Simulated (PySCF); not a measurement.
Computed with r2SCAN-D4/def2-TZVP // r2SCAN-D4/def2-SVP run with PySCF. Isolated molecules, 0 K electronic values unless said otherwise. One relaxed conformer stands for a flexible species; it need not be the lowest. 

Reference species (SMILES): `[Sn]([CH3])([CH3])([CH3])[CH3]` (neutral, multiplicity 1).

| Quantity | Result |
|---|---|
| HOMO | -6.71 eV |

Changed species: `C[O][Sn]([O]C)([O]C)[O]C` (4 of 4 CH3 replaced by OCH3; the reference has 0 of 4 CH3 replaced by OCH3).

Q: Predict the effect on the HOMO.

A: the HOMO is nearly the same.
